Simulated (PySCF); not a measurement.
**Electron correlation in Re⁺ (rhenium, charge +1)**

[Xe] 4f14 5d5 6s1, high-spin 7S determinant. Calculation: PySCF 2.14, in aug-cc-pVDZ-PP with ECP60MDF; a scalar-relativistic core potential. Frozen: 5s2 5p6; 6 electrons correlated.

MP2 pair energies summed by pair of shells (mhartree):

| pair | energy | share (%) |
| --- | --- | --- |
| 5d-5d | -42.02 | 68.8 |
| 5d-6s | -19.05 | 31.2 |

Total MP2 correlation energy: -61.08 mhartree.

Same-spin part -61.08 and opposite-spin part 0.00 mhartree; SCS-MP2 scales them by 1/3 and 6/5 to -20.36 mhartree.
